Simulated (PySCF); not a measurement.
Caution: the unrestricted state is spin-contaminated.  The multiplicity is imposed and other spin states were not computed.

## [Rh(OH)2] (charge 0, multiplicity 2)

Level of theory: TPSSh-D3(BJ)/def2-TZVP // r2SCAN-D4/def2-SVP run with PySCF.

* **highest occupied spin orbital**: -5.94 eV
* **dipole moment**: 0.42 D
* **charge on the central atom (Mulliken)**: 0.69 e
* **spin population on the central atom (Mulliken)**: 0.92
* **total energy**: -262.2105 Ha
* **cost**: about 9 core-minutes (a rough figure)

```xyz
5

Rh     0.3844    -0.1755     0.4605
O      1.2754    -0.5858    -1.1138
H      1.3078     0.0671    -1.8313
O     -1.2765     0.1507     1.2063
H     -1.9163    -0.5778     1.2599
```
Charge 0, spin multiplicity 2.
